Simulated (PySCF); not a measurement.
A structure optimised at r2SCAN-D4/def2-SVP, used in a PySCF frequency run:

```xyz
10

C     -0.3622    -1.6737     0.0000
C      0.6622    -0.5654     0.0000
S     -0.0428     1.1527     0.0000
H     -0.9968    -1.6585     0.8989
H     -0.9968    -1.6585    -0.8989
H      0.1850    -2.6300     0.0000
H      1.3130    -0.5517     0.8899
H      1.3130    -0.5517    -0.8899
H     -0.9665     1.0206    -0.9930
H     -0.9665     1.0206     0.9930
```
Charge +1, spin multiplicity 1.

Write its SMILES, formula and point group.

CC[SH2+], C₂H₇S, Cs

What are its rotational constants (standard atomic weights)?

25.934, 5.0470, 4.6282 GHz
